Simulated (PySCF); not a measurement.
# Computed properties of CH3CdI, SMILES [I][Cd][CH3]

Cd(I)(Me) (CH3CdI), SMILES [CH3][Cd][I]. Geometry optimised at B3LYP-D3(BJ)/def2-SVP. The def2 effective core potentials stand for the cores of Cd, I; spin–orbit coupling is left out. One conformer was computed; it need not be the lowest. All values are computed for the isolated molecule unless a solvent is named; none is compared with measurement here.

**Structure.** The optimised structure has C3v symmetry. All 12 harmonic modes at B3LYP-D3(BJ)/def2-SVP (PySCF) are real, so it is a minimum. With heavy atoms numbered as in [Cd:1]([I:2])[CH3:3], the shortest bond between them is Cd1–C3 at 2.129 Å and the longest Cd1–I2 at 2.638 Å.

**Vibrations.** The strongest infrared lines (harmonic, unscaled, degenerate partners summed) lie at 708 cm⁻¹ (65 km/mol, H 85 %, C 14 %), 1167 cm⁻¹ (21 km/mol, H 83 %, C 17 %), 496 cm⁻¹ (17 km/mol, C 69 %, H 17 %, Cd 14 %). The softest mode is at 88 cm⁻¹ and the zero-point energy is 22.4 kcal/mol.

**Electronic structure.** ωB97X/def2-TZVPD (PySCF) places the frontier levels at -9.51 and 0.62 eV, a gap of 10.13 eV, and gives a dipole moment of 2.71 D and a mean polarisability of 85.4 bohr³.

**Excitations.** TDDFT-CAM-B3LYP/def2-SVPD (PySCF) has S1 at 5.05 eV (246 nm, f = 0.047, weak); the most intense of the 9 singlets computed lies at 6.71 eV (f = 1.06). Strengths of degenerate partners are summed. T1 (TDA) is at 4.72 eV. No vertical singlet excitation falls in the visible range (under 3.1 eV).
